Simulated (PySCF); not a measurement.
Iron: a sound run and one with changed settings

Sound run: Fe [Ar] 3d6 4s2, Fe⁺ [Ar] 3d6 4s1. All numbers are calculated (PySCF 2.14, scalar relativity by spin-free X2C-1e, in cc-pVTZ-DK (7s6p4d2f1g, 68 functions)). In the sound run the correlated levels freeze [Ar]. The sound run starts from symmetry-adapted Hartree-Fock orbitals and uses a fine grid where one is needed.

Changed run: initial guess 1e, at most 50 SCF cycles.

| species | method | sound run (hartree) | changed run (hartree) | converged |
| --- | --- | --- | --- | --- |
| Fe | UHF | -1271.34727 | -1271.26961 | yes |
| Fe | PBE0 | -1272.39533 | -1272.37628 | yes |
| Fe | M06-2X | -1272.63231 | -1272.58367 | no |
| Fe⁺ | UHF | -1271.11093 | -1271.11093 | yes |
| Fe⁺ | PBE0 | -1272.11481 | -1272.11481 | yes |
| Fe⁺ | M06-2X | -1272.32650 | -1272.32650 | yes |
| Fe⁺ | MP2 | -1271.25600 | -1271.25600 | yes |

The plain start fixes occupations by D2h representation alone, and Fe at UHF, Fe at PBE0 landed in another state (other ⟨L²⟩ or ⟨S²⟩).
